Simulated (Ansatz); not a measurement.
Ansatz (a quantum-chemistry and plane-wave program) job for Al(F)(Me)(SiH3) (CH6AlFSi), SMILES [Al]([F])([CH3])[SiH3], PBE-D3(BJ)/def2-SVP. 

Ansatz 0.2 input:
```yaml
crystal:
  periodic: [false, false, false]
  atoms:
    - {symbol: Al, position_ang: [0.30815987, -0.32557487, 0.27854369]}
    - {symbol: F, position_ang: [1.80668324, -0.71054464, -0.36555930]}
    - {symbol: C, position_ang: [-0.13368990, -1.11437181, 1.99870865]}
    - {symbol: H, position_ang: [-0.11044181, -2.21691084, 1.93909379]}
    - {symbol: H, position_ang: [-1.12591256, -0.82015801, 2.37662236]}
    - {symbol: H, position_ang: [0.61405207, -0.83195488, 2.76071119]}
    - {symbol: Si, position_ang: [-1.05546452, 1.18558983, -1.08680407]}
    - {symbol: H, position_ang: [-2.41835299, 1.39286902, -0.49941612]}
    - {symbol: H, position_ang: [-1.23662543, 0.65785391, -2.47768649]}
    - {symbol: H, position_ang: [-0.41030419, 2.53364915, -1.20735403]}
basis:
  gaussian:
    orbitals: def2-SVP
hamiltonian:
  xc: pbe
  dispersion: d3bj
relax: {f_tol: 0.002, max_steps: 200}
```

It prints:

```
WARN ansatz: RAYON_NUM_THREADS=1 ignored (pool sized by the plan → 1); use --threads N
Functional definition: PBE
integrals: 0.04 GiB planned
1043 factors; their error is unknown
mean field: 0.22 GiB planned
mean field evaluation 1: about -18298.6397 eV, gradient 6.5e1 eV
mean field evaluation 2: about -18274.3357 eV, gradient 1.2e2 eV
mean field evaluation 4: about -18308.3403 eV, gradient 9.9e0 eV
mean field evaluation 8: about -18308.4876 eV, gradient 1.5e-1 eV
mean field evaluation 16: about -18308.4876 eV, gradient 2.1e-5 eV
mean field -18308.48764432 eV, -672.8245109902 hartree, gradient 2.1e-5 eV, S^2 0.000000; 0 other end points of the search recorded, 0 dependent functions left out
the calculation of the forces begins
reference -18308.48768597 eV, -672.8245125206 hartree; 24, 24 occupied and 70, 70 virtual orbitals, 1043 factors
relax step   1: F+E_penalty+E_count = -18308.65528343 eV  Δ(F+E_penalty+E_count) = +0.000e0 eV  max|allowed force component| = 3.445e-1 eV/Å  Δτ_max = 0.0000 Å  (25 SCF iters, accepted)
these checks for a lower state are left out or cut short: starts, cluster_reference, orbital_swaps, neighbouring_geometries, increment
integrals: 0.04 GiB planned
1043 factors; their error is unknown
mean field: 0.22 GiB planned
mean field -18308.49575799 eV, -672.8248091619 hartree, gradient 1.8e-5 eV, S^2 0.000000; 0 other end points of the search recorded, 0 dependent functions left out
the calculation of the forces begins
reference -18308.49579964 eV, -672.8248106926 hartree; 24, 24 occupied and 70, 70 virtual orbitals, 1043 factors
relax step   2: F+E_penalty+E_count = -18308.66294821 eV  Δ(F+E_penalty+E_count) = -7.665e-3 eV  max|allowed force component| = 1.962e-1 eV/Å  Δτ_max = 0.0115 Å  (29 SCF iters, accepted)
these checks for a lower state are left out or cut short: starts, cluster_reference, orbital_swaps, neighbouring_geometries, increment
integrals: 0.04 GiB planned
1043 factors; their error is unknown
mean field: 0.22 GiB planned
mean field -18308.49729143 eV, -672.8248655149 hartree, gradient 1.8e-5 eV, S^2 0.000000; 0 other end points of the search recorded, 0 dependent functions left out
the calculation of the forces begins
reference -18308.49733304 eV, -672.8248670439 hartree; 24, 24 occupied and 70, 70 virtual orbitals, 1043 factors
relax step   3: F+E_penalty+E_count = -18308.66431637 eV  Δ(F+E_penalty+E_count) = -1.368e-3 eV  max|allowed force component| = 2.619e-2 eV/Å  Δτ_max = 0.0098 Å  (29 SCF iters, accepted)
these checks for a lower state are left out or cut short: starts, cluster_reference, orbital_swaps, neighbouring_geometries, increment
integrals: 0.04 GiB planned
1043 factors; their error is unknown
mean field: 0.22 GiB planned
mean field evaluation 32: about -18308.4972 eV, gradient 2.4e-1 eV
mean field -18308.49733519 eV, -672.8248671230 hartree, gradient 1.6e-5 eV, S^2 0.000000; 0 other end points of the search recorded, 0 dependent functions left out
the calculation of the forces begins
reference -18308.49737681 eV, -672.8248686525 hartree; 24, 24 occupied and 70, 70 virtual orbitals, 1043 factors
relax step   4: F+E_penalty+E_count = -18308.66432737 eV  Δ(F+E_penalty+E_count) = -1.099e-5 eV  max|allowed force component| = 8.275e-3 eV/Å  Δτ_max = 0.0058 Å  (21 SCF iters, accepted)
these checks for a lower state are left out or cut short: starts, cluster_reference, orbital_swaps, neighbouring_geometries, increment
integrals: 0.04 GiB planned
1043 factors; their error is unknown
mean field: 0.22 GiB planned
mean field -18308.49731905 eV, -672.8248665298 hartree, gradient 1.7e-5 eV, S^2 0.000000; 0 other end points of the search recorded, 0 dependent functions left out
the calculation of the forces begins
reference -18308.49736066 eV, -672.8248680591 hartree; 24, 24 occupied and 70, 70 virtual orbitals, 1043 factors
relax step   5: F+E_penalty+E_count = -18308.66434379 eV  Δ(F+E_penalty+E_count) = -1.643e-5 eV  max|allowed force component| = 9.795e-3 eV/Å  Δτ_max = 0.0040 Å  (21 SCF iters, accepted)
these checks for a lower state are left out or cut short: starts, cluster_reference, orbital_swaps, neighbouring_geometries, increment
integrals: 0.04 GiB planned
1043 factors; their error is unknown
mean field: 0.22 GiB planned
mean field -18308.49734520 eV, -672.8248674908 hartree, gradient 1.6e-5 eV, S^2 0.000000; 0 other end points of the search recorded, 0 dependent functions left out
the calculation of the forces begins
reference -18308.49738681 eV, -672.8248690201 hartree; 24, 24 occupied and 70, 70 virtual orbitals, 1043 factors
relax step   6: F+E_penalty+E_count = -18308.66435774 eV  Δ(F+E_penalty+E_count) = -1.394e-5 eV  max|allowed force component| = 8.546e-4 eV/Å  Δτ_max = 0.0016 Å  (20 SCF iters, accepted)
integrals: 0.04 GiB planned
1043 factors; their error is unknown
mean field: 0.22 GiB planned
mean field evaluation 64: about -18308.4973 eV, gradient 1.3e-4 eV
mean field -18308.49734520 eV, -672.8248674908 hartree, gradient 1.6e-5 eV, S^2 0.000000; 1 other end points of the search recorded, 0 dependent functions left out
the calculation of the forces begins
reference -18308.49738681 eV, -672.8248690201 hartree; 24, 24 occupied and 70, 70 virtual orbitals, 1043 factors
Total energy: -18308.66439935 eV, -672.8310066177 hartree
Atom 0 at     0.309568    -0.324842     0.278515 Å, force    -0.000267     0.000855    -0.000840 eV/Å
Atom 1 at     1.820497    -0.710747    -0.371639 Å, force    -0.000339    -0.000057     0.000713 eV/Å
Atom 2 at    -0.133627    -1.120245     2.008474 Å, force     0.000350    -0.000027    -0.000045 eV/Å
Atom 3 at    -0.112648    -2.229239     1.941313 Å, force     0.000054    -0.000351     0.000221 eV/Å
Atom 4 at    -1.132920    -0.817751     2.381541 Å, force    -0.000421    -0.000082     0.000366 eV/Å
Atom 5 at     0.620974    -0.834362     2.772329 Å, force     0.000189    -0.000115    -0.000541 eV/Å
Atom 6 at    -1.056941     1.188975    -1.091724 Å, force     0.000821    -0.000501     0.000632 eV/Å
Atom 7 at    -2.428025     1.396305    -0.497153 Å, force    -0.000200     0.000104     0.000007 eV/Å
Atom 8 at    -1.241079     0.656080    -2.491194 Å, force    -0.000134    -0.000056    -0.000229 eV/Å
Atom 9 at    -0.407694     2.546272    -1.213602 Å, force    -0.000053     0.000231    -0.000285 eV/Å
Dipole moment:    -0.220122    -0.049523     0.270503 e Å
```

The run converged.
